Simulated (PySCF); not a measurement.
PBE on Sc⁻ (scandium, charge -1), [Ar] 3d2 4s2, high-spin 3F determinant. Computed with PySCF 2.14 in aug-cc-pVDZ-DK (7s6p4d2f, 59 functions), with the spin-free X2C one-electron Hamiltonian (Gaussian nucleus).

```
cycle= 1 E= -763.961781002491  delta_E= -0.0139  |g|= 0.0988  |ddm|= 3.16
cycle= 2 E= -763.893494618477  delta_E= 0.0683  |g|= 0.257  |ddm|= 2.37
cycle= 3 E= -763.966912677591  delta_E= -0.0734  |g|= 0.0598  |ddm|= 1.94
cycle= 4 E= -763.965722172274  delta_E= 0.00119  |g|= 0.0598  |ddm|= 0.419
cycle= 5 E= -763.971107560079  delta_E= -0.00539  |g|= 0.0125  |ddm|= 0.298
cycle= 6 E= -763.971357274774  delta_E= -0.00025  |g|= 0.000616  |ddm|= 0.0585
cycle= 7 E= -763.971357702037  delta_E= -4.27e-07  |g|= 0.00036  |ddm|= 0.0113
cycle= 8 E= -763.971357981529  delta_E= -2.79e-07  |g|= 0.000169  |ddm|= 0.0105
cycle= 9 E= -763.971357671299  delta_E= 3.1e-07  |g|= 0.0002  |ddm|= 0.0361
cycle= 10 E= -763.971357724497  delta_E= -5.32e-08  |g|= 1.57e-05  |ddm|= 0.000762
cycle= 11 E= -763.971357724272  delta_E= 2.25e-10  |g|= 3.06e-06  |ddm|= 0.00173
converged SCF energy = -763.971357724272  <S^2> = 2.0048295  2S+1 = 3.003218
```

Highest occupied orbital energy: 1.793 eV; ⟨L²⟩ = 12.00; populations by l: s 8.00, p 12.00, d 2.00, f 0.00.

Task: Can this result be used?

Result: With care. The calculation finished and met its thresholds. The configuration of this anion was assumed by filling the next shell in order. It is not the known or likely ground configuration (Ca⁻, Sr⁻ and Ba⁻, for instance, bind a p electron), so these values are not the electron affinity of the element. At PBE the highest occupied level has a positive energy, so only the finite basis holds that electron.
